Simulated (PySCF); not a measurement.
A structure optimised at B3LYP-D3(BJ)/def2-SVP, used in a PySCF frequency run:

```
O
Si 1 1.6757
H 2 1.4885 1 109.44
H 2 1.4887 3 110.06 1 119.46
H 2 1.4887 3 110.06 4 121.08
Ta 1 1.9040 2 159.72 3 0.64
O 6 1.9036 1 109.94 2 -120.04
H 7 0.9641 6 135.65 1 118.27
O 6 1.9036 7 109.62 8 -120.78
H 9 0.9641 6 135.64 7 120.80
S 6 2.1853 7 109.41 8 -0.80
```
Charge 0, spin multiplicity 1.

### Question
Write its SMILES and formula.

### Answer
[OH][Ta]([OH])(=[S])[O][SiH3], H5O3SSiTa

### Question
What are its rotational constants (standard atomic weights)?

### Answer
1.9693, 0.93846, 0.82494 GHz
